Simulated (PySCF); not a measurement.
CBF2NO, SMILES O=C=NB(F)F.

Coordinates come from a ωB97X-D3(BJ)/def2-SVP optimisation. One conformer was computed; it need not be the lowest.

These are PySCF with r2SCAN/def2-TZVP values and carry that method's errors.

Symmetry labels are those of the subgroup Cs that the program uses (full group Cs).

Computed valence orbital energies around the gap with their symmetry:
```
orbital  symmetry  energy (eV)
-------  --------  -----------
HOMO−7         A"       -13.02
HOMO−6         A'       -12.42
HOMO−5         A"       -12.33
HOMO−4         A'       -11.48
HOMO−3         A"       -11.31
HOMO−2         A'       -10.84
HOMO−1         A"        -8.70
HOMO           A'        -8.41
LUMO           A"        -1.57
LUMO+1         A'        -0.21
LUMO+2         A'         0.32
LUMO+3         A'         1.84
```
